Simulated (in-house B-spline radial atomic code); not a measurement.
Relativistic effects in Nb II (Nb+), [Kr] 4d4: non-relativistic Hartree-Fock (point nucleus) against Dirac-Hartree-Fock (Fermi nucleus of rms radius 4.324 fm), both averages of the configuration, computed with an all-electron radial atomic-structure program (B-spline basis).

| orbital | ε NR (Eh) | ε Dirac (Eh) | <r> NR (bohr) | <r> Dirac (bohr) | change of <r> (%) |
| --- | --- | --- | --- | --- | --- |
| 1s1/2 | -685.7 | -702.16 | 0.03719 | 0.03608 | -3.0 |
| 2s1/2 | -97.229 | -101.11 | 0.1626 | 0.1574 | -3.2 |
| 2p1/2 | -89.078 | -92.476 | 0.1398 | 0.1347 | -3.7 |
| 2p3/2 | -89.078 | -88.933 | 0.1398 | 0.1391 | -0.5 |
| 3s1/2 | -17.501 | ? | 0.4517 | ? | ? |
| 3p1/2 | -14.336 | -14.934 | 0.4483 | 0.4366 | -2.6 |
| 3p3/2 | -14.336 | -14.338 | 0.4483 | 0.4465 | -0.4 |
| 3d3/2 | -8.5846 | -8.5288 | 0.4308 | 0.4297 | -0.3 |
| 3d5/2 | -8.5846 | ? | 0.4308 | ? | ? |
| 4s1/2 | -2.7894 | -2.9083 | 1.197 | 1.17 | -2.2 |
| 4p1/2 | -1.8128 | -1.8941 | 1.323 | 1.292 | -2.3 |
| 4p3/2 | -1.8128 | -1.812 | 1.323 | 1.321 | -0.1 |
| 4d3/2 | -0.50527 | -0.49944 | 2.008 | 2.023 | +0.7 |
| 4d5/2 | -0.50527 | -0.49401 | 2.008 | 2.044 | +1.8 |

Task: What happens to 3d5/2?

Result: Its energy goes to -8.4189 hartree and <r> to 0.4331 bohr (+0.53 %).

Task: What happens to 3s1/2?

Result: Its energy goes to -18.24 hartree and <r> to 0.4402 bohr (-2.54 %).

Task: What explains the pattern of contraction and expansion?

Result: Expansion is seen in 3d5/2, 4d3/2, 4d5/2. The s and p1/2 orbitals contract directly, screen the nucleus better, and so push out orbitals that have little density near the nucleus; spin-orbit coupling adds to this for j = l + 1/2 and opposes it for j = l - 1/2.

Task: By how much does the total energy change?

Result: By -64.649 hartree, from -3753.301 to -3817.950.
